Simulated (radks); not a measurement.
Valence configurations of Rh IV (all share [Kr]). Calculated with a radial shooting solver on a logarithmic mesh with Libxc functionals: scalar-relativistic Kohn-Sham, PBE, spin-polarised, spherical densities, finite nucleus; open shells are filled with parallel spins first (spin-orbit coupling, left out, can overturn this in heavy ions); Fermi nuclear charge, rms radius 4.4945 fm. Energies are relative to 4d6; eigenvalues in eV for spin up.

valence      E (eV)  moment (Bohr magnetons)    e(4d)    e(5p)    e(5s)
4d6           0.000                        4  -40.836        -        -
4d5.5 5s0.5   3.691                        5  -43.050        -  -31.509
4d5 5s1       7.562                        6  -45.280        -  -32.627
4d5 5p1      15.230                        6  -46.310  -25.570        -
4d4 5s2      23.657                        4  -49.158        -  -34.020
4d4 5s1 5p1  29.250                        6  -50.292  -27.214  -35.291
4d4 5p2      37.339                        6  -51.267  -27.777        -
4d3 5s2 5p1  48.153                        4  -54.187  -28.295  -36.674

NIST lists [Kr] 4d6 as the ground configuration; this level of theory agrees among the configurations tried. The energies are those of spherical high-spin densities, not of single terms.
